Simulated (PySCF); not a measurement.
## How methods differ on the excitation energy of Mo+

Mo+ [Kr] 4d5 (6S) → Mo+ [Kr] 4d4 5p1 (high-spin determinant), as a difference of total energies. Computed with PySCF 2.14 in aug-cc-pVTZ-DK (9s8p6d3f2g, 102 functions), with the spin-free X2C one-electron Hamiltonian (Gaussian nucleus). Correlated levels: valence: [Kr] frozen. The calculations carry no spin-orbit coupling.

```
           method  excitation energy (eV)
              UHF                   5.511
              LDA                   5.859
              PBE                   5.788
             PBE0                   5.866
           r2SCAN                   5.849
             BP86                   5.750
          r2SCANh                   5.874
          wB97M-V                   5.851
    MP2 (valence)                   5.860
SCS-MP2 (valence)                   5.627
```

Problem. How much does correlation contribute at MP2 (valence)?

Solution. 5.860 − (5.511) = 0.349 eV, measured against UHF.

A first-order spin-orbit estimate (lowest level to lowest level, LS coupling) adds -0.193 eV.

The determinant of the upper state mixes LS terms, which raises its energy above the lowest term, most at the Hartree-Fock and MP2 levels.
